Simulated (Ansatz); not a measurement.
Isomers of C4H12O2Si (singlet), relaxed with B3LYP-D4/def2-SVP; total energies from Ansatz at B2PLYP/def2-TZVP.

```
isomer              description  energy (Eh)
     A  Si(OMe)2Me2 (C₄H₁₂O₂Si)   -599.44208
     B   Si(OEt)2H2 (C₄H₁₂O₂Si)   -599.41653
```

Correlated methods freeze 11 core orbitals.

Work out the relative energies (1 Eh = 2625.5 kJ/mol) and the Boltzmann populations at 800 K from electronic energies alone (R = 8.314 J/mol/K).

ΔE: A 0.0, B 67.1 kJ/mol. RT = 6.65 kJ/mol. Factors exp(−ΔE/RT): A 1, B 4.15e-05; sum 1.000. Populations: A 100.0 %, B 0.0 %. Zero-point energy, vibrational entropy and symmetry numbers are left out and can shift these; an error of 4 kJ/mol changes a ratio by a factor of 1.8. Over the other density-functional and correlated levels in def2 sets, the gap between A and B ranges from 41 to 73 kJ/mol.
